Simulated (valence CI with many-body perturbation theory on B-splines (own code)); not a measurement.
Values are calculated unless marked as measured or tabulated.
## Sn9+: what the settings do

Method: valence CI with perturbative core correlation (CI+MBPT): five valence electrons over a frozen Dirac-Fock core [Kr], a basis of 6 s, 6 p, 5 d, 5 f, 1 g functions for each j, with the one-electron correlation potential Σ1, the two-electron term Σ2, the three-electron term Σ3, Breit, model QED; selected CI, second order for the rest, scaled by the run's own slope (own B-spline code, finite nucleus).

No measured levels were compared; by estimate terms of the open shell hold to 2 to 4 % of their energy, and close levels can change places. Among the levels kept, up to 450 cm⁻¹ of a level comes from second order outside the variational space, and about a tenth of that is noise between levels of different J, which matters for small intervals. Only levels of the ground parity were solved; by the run's estimate the other parity begins above the list, which can be wrong where configurations are misplaced.

The reference run has the lowest level 4d⁵ ⁶S_5/2 and an ionisation energy of 184.651 eV. Its largest variational space holds 10060 state functions.

Names give the largest LS component (configuration and term), which can be under half, so a name can repeat, a term be missing and a line seem to break the LS rules; names also repeat where a configuration has a term twice. Letters in brackets count levels of one name in rising energy.

Changed runs:
A. size limit of the variational space 10000 → 1500; second order for the rest on → off
B. factor on the speed of light 1 → 10; QED terms on → off
C. Breit term on → off; QED terms on → off; screening of Σ1 on → off
D. start configuration 4d5 → 4d6 (bad on purpose)

Excitation energies of the reference run in cm⁻¹, and shifts in cm⁻¹:

| Level | Reference | A | B | C |
| --- | --- | --- | --- | --- |
| 4d⁵ ⁴G_5/2 | 33442 | +990 | +3367 | -306 |
| 4d⁵ ⁴G_7/2 | 36220 | +1482 | +588 | -20 |
| 4d⁵ ⁴G_11/2 | 36905 | +159 | -266 | +128 |
| 4d⁵ ⁴G_9/2 | 37494 | +637 | -686 | +117 |
| 4d⁵ ⁴D_5/2 [a] | 38133 | +997 | +5994 | -91 |
| 4d⁵ ⁴D_3/2 | 39272 | +494 | +4861 | -167 |
| 4d⁵ ⁴P_1/2 | 42310 | -933 | +1706 | -53 |
| 4d⁵ ⁴D_7/2 | 44584 | +1612 | -210 | +87 |
| 4d⁵ ⁴D_5/2 [b] | 48977 | +1194 | -4584 | +89 |
| 4d⁵ ⁴D_1/2 | 49044 | -980 | -4810 | +186 |
| 4d⁵ ⁴P_3/2 | 50850 | +541 | -6458 | +236 |
| 4d⁵ ²I_11/2 | 52347 | +543 | +777 | +105 |
| Ionisation energy (eV) | 184.651 | -0.315 | +2.462 | +0.117 |

Run D: It gave no result: the electrons of core and valence do not add up to the charge. The program said: "core and valence hold 42 electrons, the ion has 41".
